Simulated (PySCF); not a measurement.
CH5AlF2O2Si.

```xyz
12

Si     1.4990     0.3896     0.1718
F      1.7925     1.5684     1.2373
F      0.4288    -0.6461     1.0132
C      0.3613     0.7750    -1.1911
Al    -1.0706    -0.3968    -0.4545
O     -1.1569    -1.9568    -1.1443
O     -2.3248     0.3954     0.3873
H      2.7323    -0.4024     0.0040
H      0.7230     0.4486    -2.1777
H      0.0659     1.8346    -1.2266
H     -1.8018    -2.6433    -0.9604
H     -3.0924     0.0070     0.8121
```

Geometry optimised at B3LYP-D3(BJ)/def2-SVP. The structure was generated by enumeration; whether it is a known compound was not checked. The values are those of a single conformer.

Calculation: PBE/pcSseg-1 in PySCF. Non-relativistic, no solvent.

Question: Give the absolute GIAO shielding of each atom: isotropic value and principal components (ppm). (An estimate is asked for; the answer gives what the named calculation found.)

Answer: 
```csv
atom,σ(iso),σ11,σ22,σ33,span
Si1,309.1,240.8,280.5,406.2,165.4
F2,298.5,211.1,339.9,344.6,133.5
F3,246.5,184.0,237.6,317.8,133.8
C4,184.9,162.3,185.3,207.2,44.9
Al5,451.4,377.7,486.3,490.3,112.6
O6,301.8,267.5,285.1,352.8,85.3
O7,301.4,268.0,281.5,354.6,86.6
H8,25.6,22.1,22.8,32.1,10.0
H9,31.0,26.6,28.2,38.3,11.7
H10,30.9,26.8,27.6,38.3,11.5
H11,30.0,22.3,23.0,44.8,22.5
H12,29.9,22.2,22.8,44.8,22.6
```
